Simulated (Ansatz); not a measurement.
CH5BFN, SMILES `CB(N)F`, relaxed with RKS PBE0-D4/def2-TZVP in the Gaussian-basis code of Ansatz from a PBE-D4/def2-SVP geometry. The force threshold is 0.005 eV/Å; the program also tests the step.

Total charge 0; spin multiplicity 1.

Start:

```xyz
9

C    -0.389    0.449    1.044
B    -0.311   -0.288   -0.349
N     0.847   -0.366   -1.146
F    -1.429   -0.892   -0.831
H    -1.147    1.260    1.003
H     0.571    0.893    1.377
H    -0.735   -0.254    1.830
H     0.856   -0.852   -2.043
H     1.738    0.051   -0.884
```

(1) By how much does the energy fall, and how many steps does the optimiser take? (Estimate.)

(2) Which bonds change most? (Best estimate.)

(3) Give the relaxed structure. (Best estimate.)

Answers

(1) Ansatz gave: 2.99 kJ/mol, in 6 steps.

(2) Computed: C1–H5 from 1.111 to 1.094 Å; C1–H7 from 1.111 to 1.094 Å; C1–H6 from 1.108 to 1.091 Å; N3–H9 from 1.018 to 1.003 Å.

(3) Ansatz gave: 
```xyz
9

C    -0.387    0.447    1.035
B    -0.310   -0.282   -0.349
N     0.841   -0.367   -1.136
F    -1.421   -0.874   -0.829
H    -1.142    1.238    1.003
H     0.558    0.893    1.351
H    -0.710   -0.252    1.813
H     0.855   -0.843   -2.021
H     1.717    0.040   -0.866
```
